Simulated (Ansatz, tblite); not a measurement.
Forces on the cluster Cu3Ag4⁺ at its r2SCAN-D4/def2-SVP geometry. Total charge 1; singlet.

In the def2 sets Ag takes a core potential; there is no spin–orbit coupling. The xTB rows come from tblite. No other spin state of charge 1 was run. Another isomer (singlet) lies 0.38 eV lower at PBE0-D4/def2-TZVP; other spin states weren't run for this one.

GFN1-xTB (tblite), largest force 0.89 eV/Å:

```xyz
7
positions Å, forces eV/Å
Ag   -2.856    0.920    0.464   -0.678    0.240    0.104
Ag    0.762   -2.528    0.753    0.106   -0.486    0.154
Ag    0.660   -0.742   -1.386   -0.050   -0.372   -0.811
Ag    1.376    0.178    1.007    0.403    0.235    0.758
Cu   -1.060   -0.790    0.623    0.044   -0.175    0.060
Cu   -0.550    1.348   -0.350   -0.005    0.303   -0.110
Cu    1.668    1.614   -1.111    0.181    0.255   -0.154
```

GFN2-xTB (tblite), largest force 1.15 eV/Å:

```
Ag -1.082 0.350 0.171
Ag 0.502 -0.696 0.117
Ag 0.203 -0.101 -0.184
Ag 0.276 0.001 0.084
Cu -0.353 -0.329 0.241
Cu 0.055 0.638 -0.254
Cu 0.399 0.136 -0.174
```

PBE-D4/def2-TZVP (Ansatz), largest force 0.57 eV/Å:

```
Ag -0.361 0.112 0.060
Ag 0.119 -0.264 0.067
Ag 0.054 -0.297 -0.321
Ag 0.253 -0.037 0.358
Cu -0.246 -0.305 0.193
Cu -0.194 0.435 -0.108
Cu 0.375 0.356 -0.248
```
